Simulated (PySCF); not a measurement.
C₅H₅N₂S (doublet state).
Geometry (GFN2-xTB, Å), atoms numbered from 1 in this order:
```
atom  x, y, z in Å
C1     2.858    1.457   -0.159
C2     2.129    0.542   -0.408
C3     1.176   -0.549   -0.600
N4     1.091   -1.339    0.604
S5    -0.384   -1.339    1.197
C6    -1.016   -0.317   -0.170
C7    -2.440    0.059   -0.234
N8    -0.106   -0.025   -0.978
H9     3.526    2.247    0.015
H10    1.556   -1.187   -1.417
H11   -2.707    0.635    0.650
H12   -3.060   -0.836   -0.252
H13   -2.626    0.652   -1.126
```

Identity: `C#C[C@H]1[N]SC(C)=N1` [radical].

Theory: UKS B3LYP, pcH-1 on C H N S, non-relativistic, mean-field spin-orbit, GIAO in PySCF. Isolated species at its GFN2-xTB geometry, gas phase. Couplings are sensitive to structure, and on GFN2-xTB geometries they can be far from those on DFT ones. Stability of the SCF solution: not tested.

**Question.** Break the g tensor into its mass correction, gauge correction and orbital-Zeeman/spin–orbit terms.

**Answer.** 
| Δg (ppt) | 1 | 2 | 3 |
| --- | --- | --- | --- |
| relativistic mass correction | -0.24 | -0.24 | -0.24 |
| gauge correction | -0.01 | 0.03 | 0.06 |
| orbital Zeeman/spin–orbit | -0.13 | 1.92 | 7.52 |
| total | -0.38 | 1.71 | 7.35 |

So g = 2.00194, 2.00403, 2.00966 and g_iso = 2.00521; the tensor is rhombic: the two nearest values differ by 27 % of g3 − g1. Axes: g2 points within 13° of the N4–S5 bond and g3 points within 10° of the S5–C6 bond.

**Question.** At 94.419 GHz, how far is the centre of the isotropic spectrum from where a free electron (g = 2.002319) resonates?

**Answer.** B = hν/(g μB) with μB/h = 13.99624 MHz/mT gives 3369.10 mT for the free electron and 3364.24 mT at g_iso, 4.86 mT lower.

**Question.** What are the electron Larmor frequencies g μB B/h along the three axes at 330 mT?

**Answer.** 9.2465, 9.2561, 9.2822 GHz for g1, g2 and g3, a range of 35.7 MHz.

**Question.** Average each term over the three axes. Which is largest in size?

**Answer.** The orbital-Zeeman/spin–orbit term 3.10, the mass correction -0.24 and the gauge correction 0.03 ppt, for a total of 2.89 ppt. The orbital-Zeeman/spin–orbit term is the largest in size. The mass correction is the same along every axis, so the anisotropy comes from the other two: their spans along these axes are 0.07 (gauge) and 7.65 ppt (orbital Zeeman/spin–orbit).

**Question.** In a frozen sample, at which fields do the three g values resonate at 9.5, 34, 94 and 263 GHz (hyperfine left aside), and which band first spreads them over more than twice a line width of 1.0 mT?

**Answer.** 
```csv
band,GHz,B(g3) mT,B(g2) mT,B(g1) mT,spread mT
X,9.5,337.74,338.69,339.05,1.30
Q,34.0,1208.77,1212.17,1213.43,4.66
W,94.0,3341.89,3351.29,3354.79,12.89
J,263.0,9350.19,9376.48,9386.27,36.07
```

The spread grows in proportion to the frequency. Q band is the first where it exceeds 2.0 mT.

Largest spin populations (Mulliken): N4 (+0.66) and S5 (+0.27).

The HOMO–LUMO gaps are 5.01 eV among the α and 5.21 eV among the β orbitals.
